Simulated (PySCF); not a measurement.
## Dipole moment and polarisability of `CCN[SiH2][SiH3]`

C2H11NSi2.
Geometry (GFN2-xTB, Å), atoms numbered from 1 in this order:
```
atom  x, y, z in Å
C1    -2.2092    0.2283   -0.3637
C2    -1.1545    0.2236    0.7419
N3    -0.2724   -0.9168    0.6906
Si4    1.0773   -1.0366   -0.3756
Si5    2.3809    0.8454   -0.1154
H6    -1.7274    0.2663   -1.3378
H7    -2.8631    1.0904   -0.2598
H8    -2.8135   -0.6755   -0.3117
H9    -0.5410    1.1248    0.6599
H10   -1.6524    0.2401    1.7191
H11   -0.7764   -1.7709    0.8817
H12    0.7088   -1.2440   -1.7965
H13    1.6901   -2.2996    0.0539
H14    3.8027    0.5075   -0.0020
H15    2.0652    1.6627    1.0619
H16    2.2774    1.7631   -1.2579
```

Level: wB97X-D/def2-SVPD (PySCF), static field, nuclei fixed, core orbitals frozen in the response. The polarisability tensor in these axes (au):

```
x   98.53  3.61 -1.37
y    3.61 89.26  2.08
z   -1.37  2.08 79.92
```

Task: Diagonalise the tensor; give its mean and Δα, where Δα² is half the sum of the squared differences of the eigenvalues.

Result: Principal values 79.24, 88.68 and 99.79 au; mean 89.24 au = 13.22 Å³ = 14.71 × 10⁻⁴⁰ C²·m²/J; Δα = 17.81 au (20 % of the mean).

Task: What is the dipole moment, and where does it point?

Result: (-1.32, -0.20, 0.13) D, 1.34 D in size, pointing from the negative to the positive side. Measured along this direction, the outermost atoms are H14 at the negative end and H8 at the positive end.

Task: Find the Langevin capture rate constant for H3+ (3.023 u) meeting this molecule (105.043 u), k = 2.342 × 10⁻⁹ cm³/s × √(α in Å³ / reduced mass in u).

Result: The reduced mass is 2.94 u, so k = 4.97 × 10⁻⁹ cm³/s. The formula leaves out the permanent dipole, which adds to the capture rate.

Task: What would n − 1 = 2πNα be for an ideal gas of these molecules at 273.15 K and 1 atm, electronic part alone?

Result: N = p/kT = 2.6868 × 10¹⁹ cm⁻³, so n − 1 = 2π × N × 13.22 × 10⁻²⁴ cm³ = 2232 × 10⁻⁶ at long wavelengths.

Task: What molar refraction does this α imply?

Result: Lorentz–Lorenz: R = (4π/3)N_A α = 2.5225 cm³/(mol·Å³) × 13.22 Å³ = 33.4 cm³/mol, in the limit of long wavelengths.

Task: What are the principal values of the traceless quadrupole moment, Θ = ½Σq(3rr − r²1), about the centre of nuclear charge?

Result: -3.41, 0.50, 2.91 D·Å. The values depend on the origin, since the dipole doesn't vanish. The electronic extent ⟨r²⟩ about the same centre is 980 bohr², a root-mean-square distance of 2.17 Å for the 58 electrons.

Geometry: GFN2-xTB, one conformer, isolated molecule.
